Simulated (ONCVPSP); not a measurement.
## What one change does to a pseudopotential (W (Z = 74), ONCV)

W (Z = 74), optimised norm-conserving Vanderbilt (ONCV), made with ONCVPSP 4.0.1 (PBEsol, fully relativistic). Core [Kr] 4d10 4f14 5s2, reference 5p6 5d4 6s2. Waves: 6s: rc 2.70 bohr, ncon 4, nbas 8, qcut 2.7 1/bohr, 3 projectors, debl 3.8 Ha; 5p: rc 1.25 bohr, ncon 3, nbas 6, qcut 7.1 1/bohr, 2 projectors, debl 3.8 Ha; 5d: rc 2.10 bohr, ncon 3, nbas 8, qcut 7.2 1/bohr, 2 projectors, debl 2.4 Ha; f scattering state at 0.09 Ha: rc 2.45 bohr, ncon 3, nbas 7, qcut 5 1/bohr, 2 projectors, debl 3.5 Ha. Local part: polynomial inside 1.05 bohr (lpopt 5, dvloc0 0 Ha). Core correction: none.

Open shells are filled in proportion to 2j + 1.

All-electron outer shells of the reference configuration (PBEsol, scalar-relativistic, ld1.x):

```json
{"shell": "5p", "level (eV)": "-43.22", "outermost node (bohr)": "0.57", "outermost maximum (bohr)": "1.09"}
{"shell": "4f", "level (eV)": "-33.24", "outermost node (bohr)": "–", "outermost maximum (bohr)": "0.43"}
{"shell": "6s", "level (eV)": "-5.75", "outermost node (bohr)": "1.28", "outermost maximum (bohr)": "2.64"}
{"shell": "5d", "level (eV)": "-4.51", "outermost node (bohr)": "0.63", "outermost maximum (bohr)": "1.49"}
```

Change: local potential polynomial inside 1.05 bohr (lpopt 5, dvloc0 9 Ha).

Cutoffs: the cutoffs (Ha) at which the residual kinetic energy of the hardest occupied pseudo-wave falls to 1 and 0.1 mHa per electron; they do not see the model core or the augmentation charge, which bear on the density cutoff. Errors are all-electron minus pseudo energies relative to the spin-unpolarised reference configuration.

**Question.** What does the change do?

**Answer.** The potential gets neither clearly harder nor softer (34 Ha and 80 Ha → 34 Ha and 80 Ha); the bound ghost in s disappears; the lowest positive-energy flag moves from s at 212.3 eV to s at 33.7 eV; the errors of the 4 common tests hardly move; the range in which the s phases agree narrows (upper end at the end of the scan → 1.2). In the separable form a ghost depends on how the local part lies against the semilocal potential of the channel, so the choice of the local part can create or remove one.

| quantity | base | changed |
| --- | --- | --- |
| cutoff, loose | 34 Ha | 34 Ha |
| cutoff, tight | 80 Ha | 80 Ha |
| bound ghosts | s | none |
| GHOST(+) flags under 300 eV | s at 212.3 eV | s at 33.7 eV, s at 36.3 eV, s at 277.0 eV |
| error for 5p6 5d4 6s1, meV [ΔE 8.93 eV] | -6.9 | -6.7 |
| error for 5p6 5d4 6s0, meV [ΔE 24.63 eV] | -30 | -30 |
| error for 5p6 5d3 6s0, meV [ΔE 50.02 eV] | +30 | +30 |
| error for 5p6 5d5 6s1, meV [ΔE 1.54 eV] | -22 | -22 |
| s: phases at 2.75 bohr within 0.05 rad from the reference energy up to (Ha; the scan ends near 5) | to the end of the scan | 1.2 |
| p3/2: phases at 1.27 bohr within 0.05 rad from the reference energy up to (Ha; the scan ends near 5) | to the end of the scan | to the end of the scan |
| p1/2: phases at 1.27 bohr within 0.05 rad from the reference energy up to (Ha; the scan ends near 5) | to the end of the scan | to the end of the scan |
| d5/2: phases at 2.14 bohr within 0.05 rad from the reference energy up to (Ha; the scan ends near 5) | to the end of the scan | to the end of the scan |
| d3/2: phases at 2.14 bohr within 0.05 rad from the reference energy up to (Ha; the scan ends near 5) | to the end of the scan | to the end of the scan |
| f7/2: phases at 2.48 bohr within 0.05 rad from the reference energy up to (Ha; the scan ends near 5) | to the end of the scan | to the end of the scan |
| f5/2: phases at 2.48 bohr within 0.05 rad from the reference energy up to (Ha; the scan ends near 5) | n/a | n/a |

 A true bound ghost makes a file unfit for plane-wave use even where its test errors are small: the radial tests pick states by their node count and pass the ghost by.
